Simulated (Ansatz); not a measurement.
Cl₃H₃OSi₂, SMILES `Cl[SiH2]O[SiH](Cl)Cl`, charge 0, multiplicity 1.

(1) Give a relaxed structure at PBE0-D4/def2-TZVP (Ansatz 0.2.0). (An estimate is asked.)

Answers

(1) Ansatz gave: 
Z-matrix (Å, degrees):
```
Si
O 1 1.634
Cl 1 2.044 2 109.6
H 1 1.477 2 110.2 3 118.7
H 1 1.474 2 107.6 3 -117.7
Si 2 1.615 1 146.6 3 -75.7
Cl 6 2.037 2 109.9 1 18.6
Cl 6 2.034 2 109.1 1 -100.8
H 6 1.468 2 110.0 1 139.4
```
This is one stationary point; other conformers may exist.
